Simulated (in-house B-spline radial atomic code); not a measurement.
Orbital energies and mean radii along the 39-electron series, configuration [Kr] 4d3. The effective charge is n√(-2ε), a non-relativistic measure. Computed with an all-electron radial atomic-structure program (B-spline basis): non-relativistic Hartree-Fock, average of the configuration, point nuclei.

This level leaves out relativity, spin-orbit splitting included, which matters for heavy ions.

| ion | Z | energy of 2s (Eh) | mean radius of 2s (bohr) | energy of 4d (Eh) | mean radius of 4d (bohr) | energy of 2p (Eh) | mean radius of 2p (bohr) | energy of 3s (Eh) | mean radius of 3s (bohr) | effective charge of 2s |
| --- | --- | --- | --- | --- | --- | --- | --- | --- | --- | --- |
| Nb2+ | 41 | -97.66 | 0.16255 | -0.9021 | 1.8254 | -89.509 | 0.1398 | -17.93 | 0.45164 | 27.951 |
| Mo3+ | 42 | -104.12 | 0.15836 | -1.4511 | 1.5925 | -95.711 | 0.13608 | -19.844 | 0.43754 | 28.861 |
| Tc4+ | 43 | -110.85 | 0.15438 | -2.0837 | 1.4299 | -102.19 | 0.13255 | -21.897 | 0.42426 | 29.78 |
| Ru5+ | 44 | -117.86 | 0.15059 | -2.7938 | 1.3062 | -108.94 | 0.12919 | -24.081 | 0.41172 | 30.706 |
| Rh6+ | 45 | -125.13 | 0.14698 | -3.5779 | 1.2071 | -115.95 | 0.126 | -26.391 | 0.39988 | 31.639 |
| Pd7+ | 46 | -132.66 | 0.14354 | -4.4338 | 1.1251 | -123.22 | 0.12296 | -28.824 | 0.38868 | 32.577 |
| Ag8+ | 47 | -140.45 | 0.14025 | -5.3598 | 1.0554 | -130.75 | 0.12006 | -31.379 | 0.37807 | 33.52 |
| Cd9+ | 48 | -148.5 | 0.1371 | -6.3547 | 0.99526 | -138.54 | 0.1173 | -34.053 | 0.368 | 34.467 |
| In10+ | 49 | -156.81 | 0.13409 | -7.4176 | 0.94257 | -146.59 | 0.11465 | -36.845 | 0.35844 | 35.418 |
| Sn11+ | 50 | -165.37 | 0.13121 | -8.5477 | 0.8959 | -154.89 | 0.11212 | -39.755 | 0.34936 | 36.373 |
| Sb12+ | 51 | -174.19 | 0.12845 | -9.7446 | 0.85417 | -163.45 | 0.1097 | -42.781 | 0.34071 | 37.33 |
| Te13+ | 52 | -183.27 | 0.1258 | -11.008 | 0.81658 | -172.26 | 0.10738 | -45.923 | 0.33246 | 38.29 |
| I14+ | 53 | -192.6 | 0.12326 | -12.336 | 0.78249 | -181.33 | 0.10516 | -49.181 | 0.3246 | 39.253 |
| Xe15+ | 54 | -202.19 | 0.12081 | -13.73 | 0.75139 | -190.65 | 0.10302 | -52.553 | 0.31709 | 40.218 |
| Cs16+ | 55 | -212.02 | 0.11846 | -15.19 | 0.72288 | -200.22 | 0.10097 | -56.04 | 0.30992 | 41.185 |
| Ba17+ | 56 | -222.12 | 0.1162 | -16.714 | 0.69663 | -210.05 | 0.098993 | -59.642 | 0.30306 | 42.154 |
| La18+ | 57 | -232.46 | 0.11402 | -18.302 | 0.67236 | -220.13 | 0.097095 | -63.357 | 0.29649 | 43.124 |
| Ce19+ | 58 | -243.06 | 0.11192 | -19.956 | 0.64984 | -230.46 | 0.095267 | -67.186 | 0.29019 | 44.096 |
| Pr20+ | 59 | -253.91 | 0.10989 | -21.673 | 0.62888 | -241.05 | 0.093506 | -71.128 | 0.28415 | 45.07 |
| Nd21+ | 60 | -265.02 | 0.10794 | -23.455 | 0.60932 | -251.89 | 0.091808 | -75.183 | 0.27836 | 46.045 |
| Pm22+ | 61 | -276.37 | 0.10606 | -25.3 | 0.591 | -262.98 | 0.09017 | -79.352 | 0.27279 | 47.021 |

Task: How does the screening of 2s change?

Result: Z less the effective charge goes from 13.05 at Z = 41 to 13.98 at Z = 61.
